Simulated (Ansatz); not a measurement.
The cluster Au₄O₂⁻, relaxed as a doublet with UKS r2SCAN-D4/def2-SVPD in Ansatz, starting from the GFN1-xTB geometry. Force threshold 0.02 eV/Å.

In the def2 sets Au takes a core potential; there is no spin–orbit coupling. The structure comes from a short search, and lower isomers may exist.

Start:

| atom | x (Å) | y (Å) | z (Å) |
| --- | --- | --- | --- |
| Au1 | 0.396 | 1.178 | 1.192 |
| Au2 | -1.484 | -0.477 | 2.185 |
| Au3 | -0.245 | -0.769 | -0.773 |
| Au4 | 1.832 | 1.620 | -1.047 |
| O5 | -1.509 | -1.542 | 0.434 |
| O6 | 1.010 | -0.010 | -1.992 |

```tsv
step	energy (eV)	largest force component (eV/Å)	SCF passes
1	-18871.2723	0.563	95
2	-18871.4366	0.200	47
3	-18871.4667	0.179	46
4	-18871.5313	0.237	58
5	-18871.6839	0.523	45
6	-18871.9522	0.692	37
7	-18872.2073	0.562	35
8	-18872.3433	0.131	35
9 (rejected)	-18872.3008	0.738	40
10	-18872.3478	0.030	30
11	-18872.3481	0.015	33
```

Force components are those of the run's own axes.

End:

```xyz
6

Au    0.651    1.976    1.964
Au   -0.830   -0.130    1.445
Au   -0.368   -1.116   -1.109
Au    1.155    1.116   -0.465
O    -1.580   -1.724    0.311
O     0.972   -0.123   -2.146
```

Bonds lost: Au1–Au3 (atoms count from 1). Bonds formed: Au2–Au4 (atoms count from 1). The end is the same structure that another start reached, the lowest one found.

No frequencies were taken in this run, so the end may be a saddle point.

Hardware: 4 threads of Arm Neoverse V1 on a shared host. Wall time 2.7 min.
